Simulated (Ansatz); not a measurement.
Steps of a relaxation of `N[SiH2]C(O)O` with RKS PBE0-D4/def2-TZVP.

```sh
$ ansatz run in.yaml --threads 4 --pin off --events-out ev --progress --plain --max-ram 10444MiB
```

```yaml
crystal:
  periodic: [false, false, false]
  atoms:
    - {symbol: N, position_ang: [-1.299717, -0.663550, -0.752018]}
    - {symbol: Si, position_ang: [-0.570099, -0.451373, 0.846976]}
    - {symbol: C, position_ang: [1.066665, 0.402467, 0.308560]}
    - {symbol: O, position_ang: [1.524883, -0.289990, -0.828056]}
    - {symbol: O, position_ang: [0.680053, 1.744174, 0.019100]}
    - {symbol: H, position_ang: [-1.904329, -1.476978, -0.900228]}
    - {symbol: H, position_ang: [-1.736691, 0.168233, -1.163540]}
    - {symbol: H, position_ang: [-1.378307, 0.356664, 1.829093]}
    - {symbol: H, position_ang: [-0.338386, -1.833657, 1.389957]}
    - {symbol: H, position_ang: [1.901164, 0.370417, 1.049222]}
    - {symbol: H, position_ang: [0.696503, -0.535784, -1.315553]}
    - {symbol: H, position_ang: [1.435161, 2.154376, -0.449512]}
basis:
  gaussian: {orbitals: def2-TZVP}
hamiltonian: {xc: pbe0, dispersion: d4}
relax: {f_tol: 0.005, max_steps: 150}
```

Positions (Å) and forces (eV/Å) along the path, 10 of 10 steps:

```xyz
12
step=1 energy=-14605.7947 eV
N    -1.300   -0.664   -0.752   -0.464    0.078    0.289
Si   -0.570   -0.451    0.847   -0.162   -0.118   -0.408
C     1.067    0.402    0.309    0.049   -0.156    0.363
O     1.525   -0.290   -0.828   -0.785    0.164   -0.102
O     0.680    1.744    0.019    0.851   -0.109   -0.338
H    -1.904   -1.477   -0.900    0.394    0.541    0.114
H    -1.737    0.168   -1.164    0.261   -0.532    0.265
H    -1.378    0.357    1.829    0.199   -0.156   -0.241
H    -0.338   -1.834    1.390   -0.026    0.304   -0.101
H     1.901    0.370    1.049   -0.474    0.086   -0.446
H     0.697   -0.536   -1.316    0.726    0.133    0.280
H     1.435    2.154   -0.450   -0.568   -0.233    0.327
12
step=2 energy=-14605.8528 eV
N    -1.322   -0.670   -0.743   -0.090    0.064    0.331
Si   -0.574   -0.455    0.831   -0.112   -0.036   -0.378
C     1.056    0.398    0.309    0.052    0.052    0.092
O     1.542   -0.270   -0.825   -0.431   -0.027   -0.075
O     0.695    1.740    0.016    0.238   -0.072   -0.070
H    -1.920   -1.476   -0.876    0.121    0.122    0.020
H    -1.766    0.150   -1.143    0.090   -0.140    0.049
H    -1.364    0.357    1.800    0.066   -0.029   -0.043
H    -0.335   -1.819    1.378    0.008    0.079   -0.016
H     1.872    0.371    1.049   -0.155   -0.008   -0.112
H     0.742   -0.526   -1.331    0.393    0.066    0.098
H     1.451    2.144   -0.433   -0.180   -0.071    0.103
12
step=3 energy=-14605.8691 eV
N    -1.347   -0.678   -0.729   -0.027    0.040    0.121
Si   -0.580   -0.450    0.813    0.005   -0.031   -0.102
C     1.049    0.394    0.306   -0.059    0.046   -0.021
O     1.556   -0.265   -0.823   -0.003    0.024    0.035
O     0.702    1.736    0.019   -0.027   -0.045    0.005
H    -1.934   -1.487   -0.854   -0.001   -0.033   -0.026
H    -1.788    0.132   -1.140   -0.010    0.011   -0.043
H    -1.346    0.370    1.787   -0.006    0.024    0.031
H    -0.327   -1.801    1.372    0.004   -0.030    0.019
H     1.843    0.356    1.058    0.052   -0.020    0.023
H     0.787   -0.506   -1.364    0.026   -0.027   -0.027
H     1.461    2.142   -0.412    0.047    0.042   -0.015
12
step=4 energy=-14605.8699 eV
N    -1.393   -0.669   -0.710    0.125   -0.019    0.054
Si   -0.579   -0.455    0.804   -0.124    0.082    0.001
C     1.046    0.400    0.302    0.027    0.000   -0.027
O     1.581   -0.259   -0.812    0.037   -0.076   -0.081
O     0.697    1.737    0.002   -0.074   -0.080    0.082
H    -1.948   -1.493   -0.866   -0.019   -0.063    0.010
H    -1.819    0.130   -1.151    0.000    0.048    0.004
H    -1.317    0.373    1.794   -0.004    0.007    0.034
H    -0.328   -1.805    1.369    0.018   -0.017   -0.037
H     1.840    0.359    1.057   -0.040    0.070    0.080
H     0.832   -0.529   -1.362   -0.032    0.007   -0.085
H     1.466    2.157   -0.394    0.087    0.041   -0.035
12
step=5 energy=-14605.8731 eV
N    -1.384   -0.674   -0.711   -0.013    0.000   -0.012
Si   -0.585   -0.448    0.807   -0.007   -0.003   -0.004
C     1.044    0.397    0.300    0.019    0.022   -0.010
O     1.577   -0.263   -0.817   -0.015   -0.033   -0.019
O     0.702    1.737    0.004   -0.004   -0.008   -0.001
H    -1.941   -1.500   -0.858    0.004   -0.006    0.006
H    -1.818    0.125   -1.148    0.002    0.003   -0.003
H    -1.326    0.377    1.799    0.004    0.001    0.008
H    -0.327   -1.801    1.364    0.003   -0.004    0.000
H     1.831    0.358    1.062   -0.002    0.011    0.019
H     0.828   -0.515   -1.378    0.007    0.015    0.008
H     1.476    2.153   -0.391    0.003    0.002    0.007
12
step=6 energy=-14605.8734 eV
N    -1.388   -0.675   -0.710   -0.005    0.012   -0.005
Si   -0.585   -0.447    0.805    0.000   -0.009    0.006
C     1.044    0.397    0.299   -0.010    0.007   -0.003
O     1.577   -0.266   -0.816    0.006   -0.010   -0.003
O     0.704    1.737    0.002    0.008   -0.004   -0.010
H    -1.943   -1.503   -0.856    0.004   -0.003    0.006
H    -1.822    0.123   -1.150    0.000   -0.002   -0.001
H    -1.323    0.378    1.801   -0.002   -0.001    0.000
H    -0.326   -1.800    1.361    0.001    0.000   -0.001
H     1.829    0.360    1.065    0.000    0.001   -0.002
H     0.829   -0.512   -1.380   -0.001    0.006    0.006
H     1.481    2.155   -0.387   -0.002    0.003    0.007
12
step=7 energy=-14605.8735 eV
N    -1.392   -0.674   -0.709   -0.004    0.005   -0.007
Si   -0.586   -0.447    0.805    0.003   -0.004    0.004
C     1.043    0.398    0.298   -0.008    0.003    0.008
O     1.579   -0.269   -0.814    0.008    0.000    0.004
O     0.705    1.737   -0.004    0.011   -0.004   -0.010
H    -1.941   -1.505   -0.856    0.002    0.003    0.004
H    -1.828    0.122   -1.149    0.000   -0.004    0.002
H    -1.322    0.377    1.803    0.000   -0.002   -0.003
H    -0.324   -1.800    1.359    0.000    0.003   -0.001
H     1.826    0.362    1.066    0.000   -0.002   -0.009
H     0.833   -0.511   -1.382   -0.005    0.001    0.002
H     1.486    2.156   -0.382   -0.007    0.000    0.006
12
step=8 energy=-14605.8735 eV
N    -1.393   -0.673   -0.709    0.004    0.002   -0.001
Si   -0.586   -0.446    0.804    0.003   -0.002    0.002
C     1.043    0.398    0.297   -0.005    0.005    0.006
O     1.580   -0.271   -0.812    0.000   -0.001    0.000
O     0.706    1.737   -0.007    0.005   -0.004   -0.003
H    -1.941   -1.506   -0.855   -0.002   -0.002    0.001
H    -1.832    0.122   -1.148   -0.002    0.002   -0.001
H    -1.323    0.375    1.803    0.000    0.000   -0.001
H    -0.323   -1.800    1.357    0.000    0.001    0.000
H     1.825    0.364    1.066   -0.001   -0.003   -0.004
H     0.833   -0.511   -1.381    0.001   -0.001    0.000
H     1.488    2.157   -0.380   -0.003    0.001    0.002
12
step=9 energy=-14605.8735 eV
N    -1.393   -0.673   -0.709    0.005    0.002    0.000
Si   -0.586   -0.447    0.804    0.002   -0.001    0.002
C     1.043    0.398    0.297   -0.005   -0.005    0.005
O     1.580   -0.272   -0.812    0.002    0.000    0.000
O     0.705    1.736   -0.008    0.004    0.005   -0.004
H    -1.942   -1.505   -0.855   -0.003   -0.004    0.000
H    -1.830    0.122   -1.149   -0.002    0.003   -0.001
H    -1.322    0.375    1.803    0.000   -0.001   -0.001
H    -0.323   -1.800    1.357    0.000    0.001    0.000
H     1.825    0.364    1.066    0.000   -0.002   -0.003
H     0.834   -0.512   -1.381    0.000    0.000    0.001
H     1.487    2.158   -0.380   -0.003    0.001    0.001
12
step=10 energy=-14605.8735 eV
N    -1.393   -0.673   -0.709    0.000   -0.001   -0.001
Si   -0.586   -0.447    0.804    0.001    0.002    0.000
C     1.043    0.398    0.297   -0.001   -0.001    0.000
O     1.580   -0.272   -0.812   -0.001    0.000    0.000
O     0.705    1.736   -0.009    0.001    0.000    0.000
H    -1.942   -1.504   -0.855    0.000    0.000    0.000
H    -1.831    0.123   -1.148    0.000    0.000    0.000
H    -1.322    0.375    1.803    0.000    0.000    0.000
H    -0.323   -1.800    1.357    0.000    0.000    0.000
H     1.825    0.364    1.066    0.000    0.000    0.000
H     0.834   -0.513   -1.381    0.001    0.000    0.000
H     1.487    2.158   -0.379    0.000    0.000    0.000
```

Run time 31 s (4 threads of an Arm Neoverse V2 on a shared host); peak host memory 0.5 GiB.
